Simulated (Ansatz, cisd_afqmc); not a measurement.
System: BH2, charge 0, doublet. BH2 (SMILES [BH2], doublet).
B3LYP-D3(BJ)/def2-TZVP minimum from Ansatz (a first-principles code):
```xyz
3

B      0.1441    -0.0062    -0.0077
H     -0.4073    -1.0572    -0.0004
H     -0.3134     1.0880     0.0389
```
Charge 0, spin multiplicity 2.

Quantity: atomisation energy (electronic, to ground-state atoms), in kJ/mol. Radicals and triplets start from unrestricted determinants; spin-orbit coupling is neglected. Correlated methods leave the cores frozen. Rows without X2C or -DK are non-relativistic. AFQMC/CISD: phaseless, guided by CISD from CCSD amplitudes; bars are statistical, one sigma. Outlying blocks are dropped, and bars are widened where a walk drifts. Over all cases where full CI ran beside it in this data, AFQMC minus full CI had a median of +0.1 mEh and passed +0.4 mEh in a tenth of the cases. CBS(X,Y): correlation extrapolated as X^-3, Hartree-Fock from the larger set (Q,5: extrapolated as (X+1)exp(-9√X)). A bracket is a step between two methods taken in the basis named. The functionals are non-relativistic, so their misses hold any scalar relativity. 'core' is core correlation in cc-pwCVTZ, 'X2C' scalar relativity in cc-pVTZ-DK, both at CCSD(T). Full CI freezes restricted core orbitals, also for open shells; the composite that ends in it estimates full CI at the basis-set limit. For partners of very few electrons the exact lower level stands in for a higher one.

```
level                                                                                                               program  atomisation energy (kJ/mol)  error against the last row
------------------------------------------------------------------------------------------------------  -------------------  ---------------------------  --------------------------
PBE0/def2-TZVPD                                                                                                      Ansatz                        719.7                         8.7
CCSD/cc-pVQZ                                                                                                         Ansatz                        702.4                        -8.6
CCSD/CBS(cc-pVQZ,cc-pV5Z)                                                                                            Ansatz                        706.0                        -5.0
CCSD(T)/CBS(cc-pVQZ,cc-pV5Z)                                                                                         Ansatz                        708.0                        -3.0
CCSDT(Q)/aug-cc-pVDZ                                                                                                 Ansatz                        667.0                       -44.0
CCSDT(Q)/cc-pVDZ                                                                                                     Ansatz                        662.2                       -48.8
CCSDT(Q)/cc-pVQZ                                                                                                     Ansatz                        704.4                        -6.6
FCI/aug-cc-pVDZ                                                                                                      Ansatz                        667.0                       -44.0
CCSD(T)/CBS(cc-pVQZ,cc-pV5Z) + [AFQMC/CISD - CCSD(T)]/cc-pVTZ + core + X2C                              Ansatz + cisd_afqmc                  711.2 ± 0.3                         0.2
CCSD(T)/CBS(cc-pVQZ,cc-pV5Z) + [CCSDT(Q) - CCSD(T)]/cc-pVQZ + [CCSDTQ - CCSDT(Q)]/cc-pVTZ + core + X2C               Ansatz                        711.0                         0.0
CCSD(T)/CBS(cc-pVQZ,cc-pV5Z) + [CCSDT(Q) - CCSD(T)]/cc-pVQZ + [FCI - CCSDT(Q)]/cc-pVTZ + core + X2C                  Ansatz                        711.0                         0.0
```
